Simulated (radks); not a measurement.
The numbers below are computed, except where a source is named.
The carbon anion C- inside a hard spherical wall (all orbitals vanish at R), configuration held at [He] 2s2 2p3 and not refilled when levels cross. Code: a radial shooting solver on a logarithmic mesh with Libxc functionals. Model: non-relativistic Kohn-Sham, PBE, spin-polarised, spherical densities, point nucleus; open shells are filled with parallel spins first. Eigenvalues in eV for spin up, with the zero of energy where the potential of the charges vanishes at infinity; a dash marks a level that is unbound or too diffuse for the functional's potential to be trusted. A positive occupied level is held by the wall or, in an anion where self-interaction has pushed it up, behind a barrier. The pressure on the wall is -dE/dV.

| R (bohr) | E (hartree) | kinetic (hartree) | e(1s) | e(2s) | e(2p) | e(3s, empty) | e(3p, empty) | pressure (GPa) |
|---|---|---|---|---|---|---|---|---|
| 20 | -37.85855 | 37.725 | -263.95 | -6.551 | 1.549 | 2.001 | 2.240 | 0.000607 |
| 12 | -37.85655 | 37.729 | -263.50 | -6.150 | 1.917 | 3.570 | 4.431 | 0.0111 |
| 10 | -37.85434 | 37.735 | -263.20 | -5.912 | 2.143 | 4.533 | 5.811 | 0.0407 |
| 6 | -37.81953 | 37.857 | -260.93 | -4.326 | 3.809 | 11.065 | 14.079 | 1.93 |
| 5 | -37.76804 | 38.043 | -258.81 | -2.997 | 5.322 | 16.677 | 20.282 | 7.86 |
| 3.5 | -37.40228 | 39.231 | -249.52 | 2.849 | 12.072 | 40.796 | 44.063 | 108 |
| 3 | -36.98270 | 40.416 | -242.27 | 7.926 | 17.715 | 60.949 | 62.491 | 312 |
| 2.5 | -36.05810 | 42.728 | -230.44 | 17.567 | 27.834 | 97.790 | 94.602 | 1030 |
| 2 | -33.81435 | 47.634 | -210.49 | 38.345 | 47.697 | 172.63 | 156.39 | 4100 |
| 1.5 | -27.45027 | 59.788 | -174.58 | 93.178 | 93.008 | 351.35 | 295.31 | 22600 |
